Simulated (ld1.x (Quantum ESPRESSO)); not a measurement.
hafnium (Hf): RRKJ pseudisation with LDA (PZ), scalar-relativistic reference atom.

hafnium (Hf), norm-conserving RRKJ (Kleinman–Bylander form), made with ld1.x (Quantum ESPRESSO) 7.5 (LDA (PZ), scalar-relativistic). Core [Xe] 4f14, reference 5d2 6s2 6p0. Waves: 6s (bound): rc 2.40 bohr; 6p (bound, empty): rc 3.45 bohr; 5d (bound): rc 1.65 bohr; 5f channel at 0.15 Ry: rc 3.70 bohr. Local part: all-electron potential smoothed inside 2.25 bohr (lloc = -1). Core correction: none.

Is a potential produced?

No. ld1.x (Quantum ESPRESSO) 7.5 stopped with "compute_chi: n is too large": the Bessel-function wave could not be built (negative determinant in compute_phi), and the routine for χ then failed on it.
